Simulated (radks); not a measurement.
Task: These are the eigenvalues of the occupied orbitals of an atom or ion with whole-number occupations (hartree). All-electron calculation, Dirac Kohn-Sham, LDA (Slater exchange, Perdew-Wang correlation), spin-unpolarised, spherical densities, point nucleus. Program: a radial shooting solver on a logarithmic mesh with Libxc functionals.

| orbital | eigenvalue |
|---|---|
| 1s1/2 | -1438.876 |
| 2s1/2 | -320.3979 |
| 2p1/2 | -310.8770 |
| 2p3/2 | -297.1355 |
| 6p1/2 | -30.54383 |

Which element is it, and in what charge state? The configuration may be excited. Open shells, if any, fill j = l - 1/2 first.

Result: Z = 55, caesium, charge +45: Cs45+ in [He] 2s2 2p5 6p1. The list shows which subshells hold electrons but not how many an open one holds; the 1s level, -1438.9 hartree, gives Z - s = 53.6 by -(Z - s)^2/2, which with screening and relativity narrows Z to a few neighbours, and the depths of the outer levels then fix element, charge and occupations together.
